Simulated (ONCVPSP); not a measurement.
## What the settings do to the ONCV potential of Ga

Base potential:

```json
{
  "Element": "Ga",
  "Generator": "ONCVPSP 4.0.1",
  "Type": "optimised norm-conserving Vanderbilt (ONCV)",
  "Functional": "Wu-Cohen",
  "Relativity": "scalar-relativistic",
  "Frozen core": "[Ar]",
  "Valence charge": "13",
  "Reference configuration": "3d10 4s2 4p0.75 (charge +0.25)",
  "Partial waves": "4s: rc 1.70 bohr, ncon 3, nbas 7, qcut 3.1 1/bohr, 1 projector; 4p: rc 1.75 bohr, ncon 3, nbas 7, qcut 5.1 1/bohr, 2 projectors, debl 1.8 Ha; 3d: rc 1.15 bohr, ncon 4, nbas 9, qcut 11.5 1/bohr, 3 projectors, debl 0.8 Ha",
  "Local potential": "polynomial inside 0.95 bohr (lpopt 4, dvloc0 3 Ha)",
  "Core correction": "Teter function, fcfact 4.5, rcfact 1.15"
}
```

Cutoffs, loose and tight: the cutoffs (Ha) at which the residual kinetic energy of the hardest occupied pseudo-wave falls to 1 and 0.1 mHa per electron. They do not see the model core or the augmentation charge, which bear on the density cutoff. Test errors are all-electron minus pseudo excitation energies from the reference, over the configurations 3d10 4s2 4p1; 3d10 4s2 4p0; 3d10 4s1 4p0; 3d10 4s0 4p3. A dash means not determined; rows that change the core or the reference have their own tests.

A true bound ghost makes a file unfit for plane-wave use even where its test errors are small: the radial tests pick states by their node count and pass the ghost by.

```csv
change,outcome,"cutoff, loose","cutoff, tight",bound ghosts,GHOST(+) flags above zero,largest test error (meV)
base,generated,63 Ha,166 Ha,s,"p, d",+41
"all radii but the core radius scaled by about 0.83 (s 1.42, p 1.46, d 0.96 bohr); local potential polynomial inside 0.80 bohr (lpopt 4, dvloc0 3 Ha)",generated,299 Ha,353 Ha,"s, p",d,-23
"all radii but the core radius scaled by about 0.93 (s 1.58, p 1.62, d 1.06 bohr); local potential polynomial inside 0.88 bohr (lpopt 4, dvloc0 3 Ha)",generated,97 Ha,269 Ha,s,"p, d",-24
"all radii but the core radius scaled by about 1.04 (s 1.78, p 1.82, d 1.20 bohr); local potential polynomial inside 1.00 bohr (lpopt 4, dvloc0 3 Ha)",generated,60 Ha,91 Ha,none,s,-6.8
"all radii but the core radius scaled by about 1.18 (s 2.00, p 2.06, d 1.36 bohr); local potential polynomial inside 1.12 bohr (lpopt 4, dvloc0 3 Ha)",generated,55 Ha,60 Ha,none,s,-28
"all radii but the core radius scaled by about 1.26 (s 2.14, p 2.20, d 1.44 bohr); local potential polynomial inside 1.20 bohr (lpopt 4, dvloc0 3 Ha)",generated,52 Ha,58 Ha,none,none,-45
"all radii but the core radius scaled by about 1.32 (s 2.24, p 2.30, d 1.52 bohr); local potential polynomial inside 1.26 bohr (lpopt 4, dvloc0 3 Ha)",generated,50 Ha,56 Ha,none,none,-60
```

**Question.** What comes out with this change to the base: all radii but the core radius scaled by about 1.13 (s 1.92, p 1.98, d 1.30 bohr); local potential polynomial inside 1.08 bohr (lpopt 4, dvloc0 3 Ha)?

**Answer.** outcome: generated; cutoff, loose: 57 Ha; cutoff, tight: 63 Ha; bound ghosts: none; GHOST(+) flags above zero: s; largest test error (meV): -19.

**Question.** What comes out with this change to the base: all radii but the core radius scaled by about 0.77 (s 1.30, p 1.34, d 0.88 bohr); local potential polynomial inside 0.72 bohr (lpopt 4, dvloc0 3 Ha)?

**Answer.** outcome: generated; cutoff, loose: 382 Ha; cutoff, tight: 479 Ha; bound ghosts: s, p, d; GHOST(+) flags above zero: none; largest test error (meV): 4 of 4 tests not solved or not reliable.

Reading the sweep of the scale of all radii but the core radius (base = 1) (base included, trends over the rows without a ghost): The loose cutoff stays near 55 Ha. The median size of the test errors (rows with all tests solved) is not monotonic: lowest 2.1 meV at 1.13, highest 6.8 meV at 1.32. Bound ghosts are found at 0.77, 0.83, 0.93, 1.
